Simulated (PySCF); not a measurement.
Löwdin shares of the frontier orbitals

Compound: SiHMe2(OtBu), C6H16OSi.
Geometry (PBE0-D3(BJ)/def2-SVP, Å), atoms numbered from 1 in this order:
```xyz
24
C6H16OSi angstrom
Si     0.578    1.409   -0.161
H      0.584    1.725    1.308
C      2.337    1.091   -0.727
H      2.934    2.016   -0.681
H      2.340    0.736   -1.770
H      2.840    0.333   -0.109
C     -0.171    2.825   -1.121
H     -0.184    2.589   -2.196
H      0.408    3.751   -0.979
H     -1.207    3.012   -0.801
O     -0.400    0.088   -0.462
C     -0.669   -1.068    0.317
C     -1.625   -0.692    1.447
C     -1.329   -2.063   -0.630
C      0.625   -1.651    0.880
H     -1.907   -1.575    2.040
H     -1.158    0.039    2.126
H     -2.538   -0.241    1.031
H     -2.236   -1.617   -1.066
H     -1.607   -2.990   -0.107
H     -0.644   -2.313   -1.453
H      1.123   -0.933    1.551
H      1.320   -1.904    0.065
H      0.426   -2.565    1.460
```

Method: TDDFT B3LYP/def2-SVPD, vertical, gas phase, core orbitals frozen in the response (PySCF 2.14.0, density-fitted response routines).

Kohn–Sham orbitals with the atoms that hold most of them (Löwdin shares over 4%, at most four atoms; ? is withheld):

```tsv
orbital	ε (eV)	atoms
HOMO-3	-8.85	Si1 20%, C3 18%, H2 14%, O11 9%
HOMO-2	-8.73	C7 24%, Si1 15%, C3 11%, O11 9%
HOMO-1	-7.85	O11 37%, Si1 12%, H2 10%, C12 8%
HOMO	-7.38	?
LUMO	0.33	?
LUMO+1	0.70	Si1 12%, C7 11%, C3 7%, H9 7%
LUMO+2	0.93	C7 10%, C3 10%, Si1 8%, H2 7%
```

Task: Which atoms hold the HOMO, and with what shares?

Result: O11 (bonded to C and Si) 46%; C3 (bonded to Si and 3 H) 12%; Si1 (bonded to 2 C, O and H) 9%; C13 (bonded to C and 3 H) 7%. By element: oxygen 46%, carbon 19% or more, silicon 9%.

Task: Which atoms hold the LUMO, and with what shares?

Result: Si1 (bonded to 2 C, O and H) 12%; C15 (bonded to C and 3 H) 9%; C3 (bonded to Si and 3 H) 8%; C13 (bonded to C and 3 H) 7%. By element: carbon 23% or more, silicon 12%.

Task: The HOMO–LUMO gap is 7.70 eV. Where does the response calculation put the lowest singlet, and from which orbitals?

Result: S1 is at 6.91 eV (f = 0.033), 0.79 eV below the gap, made of HOMO→LUMO (99%). Without the coupling terms of the response equations the lowest excitation would equal the gap.

Task: Give energy, strength and leading configuration of S1, S2, S3 and S6, and follow the Löwdin shares of the leading atoms from the occupied to the empty orbital.

Result: 
- S1 (6.91 eV, f 0.033), HOMO→LUMO (99%): O11 46% → at most 8%, C3 12% → 8%, Si1 9% → 12%, C15 at most 8% → 9%
- S2 (7.25 eV, f 0.0086), HOMO→LUMO+1 (93%): O11 46% → at most 8%, C3 12% → 7%, Si1 9% → 12%, C7 at most 8% → 11%
- S3 (7.40 eV, f 0.015), HOMO-1→LUMO (92%): O11 37% → at most 8%, Si1 12% → 12%, C15 at most 9% → 9%
- S6 (7.77 eV, f 0.052), HOMO-1→LUMO+1 (82%): O11 37% → at most 8%, Si1 12% → 12%, C7 at most 9% → 11%

One conformer stands for the species.

Without π bonds the low states are Rydberg-like; a valence basis with one diffuse set may place them up to an eV too high.
